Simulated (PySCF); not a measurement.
PySCF input (M06-2X/6-31G* with LANL2DZ past Ar (5d)):

```python
from pyscf import gto, dft

mol = gto.M(
    atom='''
    Sn   -0.02231820    0.02218151   -0.01021587
    H     0.26167273   -1.13672385   -1.25421430
    H    -0.60513251   -0.78890477    1.39467242
    H     1.45936983    0.81655287    0.37033548
    ''',
    basis={'default': '6-31g*', 'Sn': 'lanl2dz'},
    ecp={'Sn': 'lanl2dz'},
    charge=0,
    spin=1,
    verbose=4,
)

mf = dft.UKS(mol, xc='m062x')
mf.grids.level = 4
mf.conv_tol = 1e-9
mf.max_cycle = 100
mf.max_memory = 1500
mf.kernel()
if not mf.converged:
    mf = mf.newton()
    mf.kernel(mf.make_rdm1())
mo, _, stable, _ = mf.stability(return_status=True)
if not stable:
    mf.kernel(mf.make_rdm1(mo, mf.mo_occ))
    stable = mf.stability(return_status=True)[2]
mf.dip_moment()
```

Output:

```
PySCF version 2.14.0

[INPUT] verbose = 4
[INPUT] num. atoms = 4
[INPUT] num. electrons = 7
[INPUT] charge = 0
[INPUT] spin (= nelec alpha-beta = 2S) = 1
[INPUT] symmetry False subgroup None
[INPUT] Mole.unit = angstrom
[INPUT] Symbol           X                Y                Z      unit          X                Y                Z       unit  Magmom
[INPUT]  1 Sn    -0.022318200000   0.022181510000  -0.010215870000 AA   -0.042175285593   0.041916978929  -0.019305196424 Bohr   0.0
[INPUT]  2 H      0.261672730000  -1.136723850000  -1.254214300000 AA    0.494489793967  -2.148096755761  -2.370121528513 Bohr   0.0
[INPUT]  3 H     -0.605132510000  -0.788904770000   1.394672420000 AA   -1.143534712971  -1.490813953663   2.635548907284 Bohr   0.0
[INPUT]  4 H      1.459369830000   0.816552870000   0.370335480000 AA    2.757809293153   1.543061290528   0.699832631409 Bohr   0.0

nuclear repulsion = 4.24915987895507
number of shells = 10
number of NR pGTOs = 24
number of NR cGTOs = 14
basis = {'default': '6-31g*', 'Sn': 'lanl2dz'}
ecp = {'Sn': 'lanl2dz'}

******** <class 'pyscf.dft.uks.UKS'> ********
method = UKS
initial guess = minao
damping factor = 0
level_shift factor = 0
DIIS = <class 'pyscf.scf.diis.CDIIS'>
diis_start_cycle = 1
diis_space = 8
diis_damp = 0
SCF conv_tol = 1e-09
SCF conv_tol_grad = None
SCF max_cycles = 100
direct_scf = True
direct_scf_tol = 1e-13
number electrons alpha = 4  beta = 3
XC library pyscf.dft.libxc version 7.1.2
    S. Lehtola, C. Steigemann, M. J. T. Oliveira, and M. A. L. Marques,  SoftwareX 7, 1–5 (2018)
XC functionals = m062x
    Y. Zhao and D. G. Truhlar,  Theor. Chem. Acc. 120, 215 (2008)
    Y. Zhao and D. G. Truhlar,  Theor. Chem. Acc. 120, 215 (2008)
radial grids:
    Treutler-Ahlrichs [JCP 102, 346 (1995); DOI:10.1063/1.469408] (M4) radial grids

becke partition: Becke, JCP 88, 2547 (1988); DOI:10.1063/1.454033
pruning grids: <function nwchem_prune>
grids dens level: 4
symmetrized grids: False
atomic radii adjust function: <function treutler_atomic_radii_adjust>
small_rho_cutoff = 0
Set gradient conv threshold to 3.16228e-05
tot grids = 79256
init E= 2.32380894461801
  alpha nocc = 4  HOMO = -0.0600319759080155  LUMO = 0.10160346753413
  beta  nocc = 3  HOMO = -0.265581485121231  LUMO = -0.0600319759080156

WARN: HOMO -0.0600319759080155 >= LUMO -0.0600319759080156

cycle= 1 E= -5.0200448934641  delta_E= -7.34  |g|= 0.186  |ddm|= 1.84
  alpha nocc = 4  HOMO = -0.291007189948675  LUMO = 0.0272149032656348
  beta  nocc = 3  HOMO = -0.397485160142932  LUMO = -0.165359621777135
  HOMO = -0.291007189949  LUMO = -0.165359621777  gap/eV = 3.41904
cycle= 2 E= -5.05905123879712  delta_E= -0.039  |g|= 0.0529  |ddm|= 0.533
  alpha nocc = 4  HOMO = -0.249583579737046  LUMO = 0.0550144640320106
  beta  nocc = 3  HOMO = -0.376910567067634  LUMO = -0.110736237555616
  HOMO = -0.249583579737  LUMO = -0.110736237556  gap/eV = 3.77823
cycle= 3 E= -5.06245010742946  delta_E= -0.0034  |g|= 0.00481  |ddm|= 0.0979
  alpha nocc = 4  HOMO = -0.250733266778678  LUMO = 0.0566857056836432
  beta  nocc = 3  HOMO = -0.373225072121344  LUMO = -0.109633109031354
  HOMO = -0.250733266779  LUMO = -0.109633109031  gap/eV = 3.83953
cycle= 4 E= -5.06248767060704  delta_E= -3.76e-05  |g|= 0.000956  |ddm|= 0.015
  alpha nocc = 4  HOMO = -0.251239475719726  LUMO = 0.0568708395948129
  beta  nocc = 3  HOMO = -0.373295327299049  LUMO = -0.109681489722758
  HOMO = -0.25123947572  LUMO = -0.109681489723  gap/eV = 3.85199
cycle= 5 E= -5.06249019441388  delta_E= -2.52e-06  |g|= 0.000131  |ddm|= 0.00491
  alpha nocc = 4  HOMO = -0.251210181749306  LUMO = 0.0569338818853425
  beta  nocc = 3  HOMO = -0.373190222636902  LUMO = -0.109621327919143
  HOMO = -0.251210181749  LUMO = -0.109621327919  gap/eV = 3.85283
cycle= 6 E= -5.06249024272049  delta_E= -4.83e-08  |g|= 1.97e-05  |ddm|= 0.00075
  alpha nocc = 4  HOMO = -0.251214444057879  LUMO = 0.0569264150875775
  beta  nocc = 3  HOMO = -0.373195810712246  LUMO = -0.10962614840499
  HOMO = -0.251214444058  LUMO = -0.109626148405  gap/eV = 3.85281
cycle= 7 E= -5.06249024386069  delta_E= -1.14e-09  |g|= 2.61e-06  |ddm|= 0.000128
  alpha nocc = 4  HOMO = -0.251214394266797  LUMO = 0.0569260657340646
  beta  nocc = 3  HOMO = -0.373196314713417  LUMO = -0.109626493870021
  HOMO = -0.251214394267  LUMO = -0.10962649387  gap/eV = 3.85280
cycle= 8 E= -5.06249024387678  delta_E= -1.61e-11  |g|= 5.75e-07  |ddm|= 9.19e-06
  alpha nocc = 4  HOMO = -0.251214416292965  LUMO = 0.0569259691727907
  beta  nocc = 3  HOMO = -0.373196418728279  LUMO = -0.10962658907802
  HOMO = -0.251214416293  LUMO = -0.109626589078  gap/eV = 3.85280
Extra cycle  E= -5.06249024387766  delta_E= -8.79e-13  |g|= 2.69e-07  |ddm|= 1.98e-06
converged SCF energy = -5.06249024387766  <S^2> = 0.75045517  2S+1 = 2.0004551
uhf_internal: lowest eigs of H = [0.30678983 0.30683956 0.40727039]
<class 'pyscf.dft.uks.UKS'> wavefunction is stable in the internal stability analysis
Dipole moment(X, Y, Z, Debye): -0.48743,  0.48440, -0.22314
```
